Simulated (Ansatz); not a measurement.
Consider the ligand exchange at the Sn–N bond: `CC(C)[NH][Sn]([Cl])([Cl])[Cl]` + HI → `[Cl][Sn]([Cl])([Cl])[I]` + `CC(C)N`.

Program: Ansatz. Geometries: PBE0-D4/def2-TZVP. ΔE: electronic, gas phase. CBS: MP2 limit from def2 TZ/QZ plus the TZ coupled-cluster correction, frozen cores. Functionals use def2-TZVPP. HSE06 is defined as in plane-wave codes. Elements past krypton have def2 core potentials. For I, Sn outer-core shells are correlated without core-valence functions, which leaves a few kJ/mol of doubt a bond. Each species was taken in one conformer, which may not be the lowest.

| level | ΔE (kJ/mol) |
| --- | --- |
| BLYP-D4 | -89.3 |
| HSE06-D4 | -98.0 |
| CCSD(T)/def2-SVP | -83.1 |
| HF/def2-QZVPP | -111.1 |

Task: What does CCSD(T)/CBS give? (An estimate is asked.)

Result: Ansatz gave: -91.0 kJ/mol. The listed levels differ from it by 1.7, -7.0, 7.9, -20.1 kJ/mol.

Largest T1 diagnostic among the species: 0.011.

From PBE to PBE0 (25 % exact exchange), in def2-TZVPP and without D4, ΔE moves by −3.5 kJ/mol. The D4 term adds +9.2 kJ/mol with B3LYP and +6.0 kJ/mol with PBE0; it sums over pairs of atoms, weighted by their polarisabilities, and B3LYP, whose exchange is more repulsive, gets the larger term. At CCSD(T), def2-SVP lies +7.8 kJ/mol from the extrapolated value and def2-TZVPP +13.6 kJ/mol.

B3LYP here is the variant with VWN-RPA as its local correlation; programs differ in this.
